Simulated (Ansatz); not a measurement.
A structure relaxed at PBE-D4/def2-SVP in Ansatz, charge 0, singlet:

Cartesian coordinates in Å:
```
As 0.337 -1.639 -2.384
Ga -1.775 -1.852 -1.037
Ga 1.435 -2.639 1.358
As -0.991 -1.978 1.277
As -2.560 0.524 -1.284
Ga -1.965 -0.104 2.645
Ga 2.171 -0.053 -1.716
As 2.423 -0.424 0.689
As 0.837 2.072 -1.866
Ga -1.194 2.457 -0.434
Ga 2.023 1.710 1.961
As -0.488 1.748 1.798
H 0.952 -3.027 -2.484
H -0.001 -1.456 -3.862
H -2.784 -2.870 -1.692
H 1.687 -3.646 0.157
H 1.827 -2.930 2.858
H -1.755 -3.227 1.716
H -2.992 0.785 -2.726
H -3.934 0.619 -0.639
H -3.426 0.174 2.089
H -1.629 -0.361 4.164
H 3.361 -0.069 -2.749
H 3.937 -0.634 0.739
H 0.513 2.385 -3.326
H 1.794 3.228 -1.616
H -1.879 3.840 -0.753
H 2.425 1.480 3.469
H 2.566 2.901 1.063
H -0.916 2.988 2.584
```

Give its formula and point group.

Ga6As6H18, a cluster cut from wurtzite GaAs (hydrogen-capped). Point group C3v (tolerance 0.1 Å).

Summarise the bond lengths by kind (pairs closer than 1.2 times the sum of covalent radii, bridged metal pairs left out).

15 × As–Ga 2.45 to 2.52 Å; 9 × As–H 1.52 to 1.53 Å; 9 × Ga–H 1.58 to 1.59 Å.

Single mean-field runs in def2-SVP are fitted with def2-universal-jkfit.
